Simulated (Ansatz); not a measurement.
System: CHI₂ (charge 0, doublet). It need not be the lowest isomer of its formula. 
Structure (B3LYP-D3(BJ)/def2-TZVP (Ansatz, a quantum-chemistry and plane-wave program) minimum search):
SMILES: I[CH]I
```xyz
4

I     -1.8101     0.0999     0.0202
C     -0.0162    -0.8857    -0.1989
I      1.8125     0.0341     0.0173
H     -0.0331    -1.7885    -0.7907
```
Charge 0, spin multiplicity 2.

Total electronic energies in hartree. Cores are frozen in the correlated levels unless marked. UHF or UKS for open shells. No spin-orbit coupling. Frozen are the shells of the preceding noble gas and the d and f shells that filled before the atom's block. Past Kr the def2 sets carry scalar-relativistic core potentials. STO-3G rows are all-electron and non-relativistic. CBS(X,Y): correlation extrapolated as X^-3; Hartree-Fock from the larger set. The bracket is a focal-point correction in the basis named.

```csv
level,program,energy (Eh)
PBE0/def2-SVP,Ansatz,-633.98570
BHLYP-D3(BJ)/def2-TZVPD,Ansatz + dftd3,-633.95695
r2SCANh-D4/def2-TZVPD,Ansatz + dftd4,-634.26246
LC-wPBE-D4/def2-TZVPD,Ansatz + dftd4,-634.11879
B2PLYP-D4/def2-TZVPD,Ansatz + dftd4,-633.48925
B2PLYP/def2-TZVPD,Ansatz,-633.48610
SCS-MP2/STO-3G,Ansatz,-13739.38054
"RI-MP2/CBS(def2-TZVPP,def2-QZVPP)+[CCSD(T)-MP2]/def2-TZVPP",Ansatz,-632.2927
"RI-MP2/CBS(def2-TZVPPD,def2-QZVPPD)+[CCSD(T)-MP2]/def2-TZVPPD",Ansatz,-632.2921
```

Totals of different functionals don't rank their quality; only differences between species are comparable.
